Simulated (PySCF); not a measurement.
# Unknown compound

Molecular formula: C6H10OSi2. Simulated spectra:

¹H NMR (300 MHz, computed): δ 7.82 (m, 2H), 7.76 (m, 2H), 5.51 (s, 2H), 4.54 (s, 3H), 0.75 (br s, 1H).

¹³C{¹H} NMR (computed): δ 141.0 (CH), 138.7 (CH), 137.5 (C), 135.7 (C).

[PySCF: PBE0-D3(BJ)/def2-SVP structure; PBE0/pcSseg-1 with gauge-including orbitals; non-relativistic Hamiltonian; averaged over atoms made equivalent by symmetry, fast rotation or ring inversion; a single conformation; isolated molecule]

References, each an isolated molecule treated in the same way: ¹H (σref 31.27), ¹³C (σref 184.41) against TMS.

Task: Choose the structure that fits.
A. CC#C[SiH2]C#C[SiH2]OC
B. C=CC1=C[SiH2]C=C[Si@@H]1O
C. [SiH3]/C=C\[SiH2]c1ccco1
D. [SiH3]O[SiH2]c1ccccc1
E. O[SiH2]c1ccc([SiH3])cc1

Result: E. 

- Rings plus π bonds: 4 (1 ring in the answer).
- 4 carbon signals for 6 carbons: some carbons are equivalent by symmetry or fast rotation.
- Carbon types of the structure: 2 × C, 4 × CH, leaving 6 H on heteroatoms.
- δC 141.0, 138.7: aromatic CH.
- δC 137.5, 135.7: substituted aromatic carbon.
- δH 7.82, 7.76: hydrogen on an aromatic CH; ring-current deshielding.
- δH 4.54: hydrogen on a silicon bonded to C.
- δH 0.75: hydrogen on an oxygen bonded to Si; exchangeable; this is the value without hydrogen bonding to other molecules.

The others: [SiH3]O[SiH2]c1ccccc1 would give 5 signals for carbon-bound and other non-exchanging H, not 4; CC#C[SiH2]C#C[SiH2]OC would give 6 carbon signals, not 4; [SiH3]/C=C\[SiH2]c1ccco1 would give 6 carbon signals, not 4; C=CC1=C[SiH2]C=C[Si@@H]1O would give 6 carbon signals, not 4.

OH and NH positions are those of a molecule without intermolecular hydrogen bonds; in solution they move with solvent, concentration and temperature, and exchange usually removes their couplings. Shifts are as computed. Against solution values, carbons near 30 ppm lie about +2 ppm off and those near 130 ppm about +5 ppm. Of 1309 compounds with measured shifts, 239 miss one by over three times the rms of a fit or turn the order of signals round; such compounds aren't used in these exercises. Multiplicities follow the n + 1 count of equivalent neighbours, as no J values were calculated; m marks all less simple cases, F and P coupling included.
